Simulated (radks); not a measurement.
The numbers below are computed, except where a source is named.
Ionisation of the oxygen ion O3+, [He] 2s2 2p1, to [He] 2s2 as the strength of local exchange is varied. Level of theory: scalar-relativistic Kohn-Sham, Slater X-alpha exchange (alpha = 2/3 is LDA exchange), no correlation, spin-polarised, spherical densities, finite nucleus; open shells are filled with parallel spins first; Fermi nuclear charge, rms radius 2.6991 fm (a radial shooting solver on a logarithmic mesh with Libxc functionals).

[
 {"alpha": "0.599", "E(O3+) (hartree)": "-69.76850", "exchange (hartree)": "-5.18776", "IE (eV)": "74.376", "-e of the level emptied (eV)": "63.106 (2p)", "<r> of it (bohr)": "0.9242"},
 {"alpha": "0.667", "E(O3+) (hartree)": "-70.35906", "exchange (hartree)": "-5.80779", "IE (eV)": "76.129", "-e of the level emptied (eV)": "64.894 (2p)", "<r> of it (bohr)": "0.9139"},
 {"alpha": "0.806", "E(O3+) (hartree)": "-71.57609", "exchange (hartree)": "-7.09495", "IE (eV)": "79.778", "-e of the level emptied (eV)": "68.629 (2p)", "<r> of it (bohr)": "0.8938"},
 {"alpha": "0.877", "E(O3+) (hartree)": "-72.20285", "exchange (hartree)": "-7.76263", "IE (eV)": "81.675", "-e of the level emptied (eV)": "70.578 (2p)", "<r> of it (bohr)": "0.8839"},
 {"alpha": "0.89", "E(O3+) (hartree)": "-72.31798", "exchange (hartree)": "-7.88563", "IE (eV)": "82.025", "-e of the level emptied (eV)": "70.938 (2p)", "<r> of it (bohr)": "0.8822"},
 {"alpha": "1.027", "E(O3+) (hartree)": "-73.53836", "exchange (hartree)": "-9.19594", "IE (eV)": "85.761", "-e of the level emptied (eV)": "74.786 (2p)", "<r> of it (bohr)": "0.8638"}
]

NIST Atomic Spectra Database: 77.414 eV (measured). The Delta-SCF value meets it near alpha = 0.72. Open shells are spherical and high-spin; term and fine-structure splittings are not resolved.
